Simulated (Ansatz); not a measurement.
Basis sets compared for Al(PH3)F3 (AlPH3F3). Charge 0, multiplicity 1. Geometry B3LYP-D4/def2-SVP. Ansatz on 2 threads of Intel Xeon Platinum 8375C on a shared host; times are rough, and most runs start from earlier orbitals.

```csv
atom,x (Å),y (Å),z (Å)
Al1,-0.038,0.392,-1.350
F2,-1.495,-0.292,-1.775
F3,1.351,-0.356,-1.882
F4,0.007,2.043,-1.137
P5,0.031,-0.309,1.060
H6,-0.030,-1.693,1.349
H7,-0.994,0.164,1.913
H8,1.168,0.051,1.822
```

Binding counts from free atoms (Al doublet, F doublet, P quartet, H doublet) in the same basis, without a counterpoise term.

```
           level  functions  energy (Eh)  HOMO (eV)  LUMO (eV)  binding per atom (eV)  wall time
 PBE-D4/def2-SVP         93    -884.3362      -7.99      -1.31                   3.71      0.9 s
PBE0-D4/def2-SVP         93    -884.3957      -9.73      -0.42                   3.61      1.3 s
```

(1) Estimate the rows for PBE-D4/def2-TZVP (with forces), PBE0-D4/def2-TZVP.

## Answers

(1) 
```tsv
level	functions	energy (Eh)	HOMO (eV)	LUMO (eV)	binding per atom (eV)	wall time
PBE-D4/def2-TZVP (with forces)	185	-884.9331	-8.36	-1.67	3.73	2.2 s
PBE0-D4/def2-TZVP	185	-884.9865	-9.87	-0.75	3.64	2.8 s
```
